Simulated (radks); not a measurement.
The nuclear charge of neutral fluorine is varied continuously with 9 electrons held in [He] 2s2 2p5. Calculated with a radial shooting solver on a logarithmic mesh with Libxc functionals: non-relativistic Kohn-Sham, PBE, spin-unpolarised, spherical densities, point nucleus. By the Hellmann-Feynman theorem dE/dZ = E(electron-nucleus)/Z, the electronic potential at the nucleus.

Z    E (hartree)  E(electron-nucleus)/Z (hartree)  HOMO  e(HOMO) (eV)  <r> HOMO (bohr)
8.8    -94.42719                         -25.7377    2p        -7.811            1.167
9      -99.65070                         -26.4972    2p       -11.121            1.105
9.2   -105.02595                         -27.2551    2p       -14.750            1.051
9.4   -110.55268                         -28.0120    2p       -18.687            1.002
9.6   -116.23069                         -28.7679    2p       -22.926           0.9587
9.8   -122.05981                         -29.5232    2p       -27.461           0.9194
10    -128.03992                         -30.2778    2p       -32.288           0.8836

The central difference of E at Z = 9 is -26.497 hartree, to compare with the third column; the second derivative is -3.79 hartree.
